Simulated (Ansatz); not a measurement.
`B[Si](O)(F)Cl` + CH₃SH → `O[Si](F)(Cl)CS` + BH₃  (formal exchange of groups at the Si–B bond)

Computed with Ansatz on PBE0-D4/def2-TZVP structures; ΔE is electronic, products minus reactants. CCSD(T)/CBS adds triple-zeta CCSD(T) − MP2 to the extrapolated MP2 energy (def2 sets, frozen cores). This one scheme is used for every species. One conformer a species, not always the lowest.

| species | CCSD(T)/CBS(def2) energy (Eh) |
| --- | --- |
| `B[Si](O)(F)Cl` | -950.56525 |
| CH₃SH | -438.22835 |
| `O[Si](F)(Cl)CS` | -1362.25116 |
| BH₃ | -26.55200 |

Task: Work out ΔE.

Result: ΔE = (-1362.25116) + (-26.55200) − (-950.56525) − (-438.22835) = -0.00956 Eh = -0.26 eV.

Largest T1 diagnostic among the species: 0.011.

In def2-TZVPP, CCSD(T) changes the Hartree–Fock value by −0.06 eV (the triples alone add −0.02 eV) and MP2 by −0.14 eV. From PBE to PBE0 (25 % exact exchange), in def2-TZVPP and without D4, ΔE moves by −0.06 eV. The D4 term adds −0.10 eV with B3LYP and −0.06 eV with PBE0; it sums over pairs of atoms, weighted by their polarisabilities, and B3LYP, whose exchange is more repulsive, gets the larger term.

B3LYP here is the variant with VWN-RPA as its local correlation; programs differ in this.
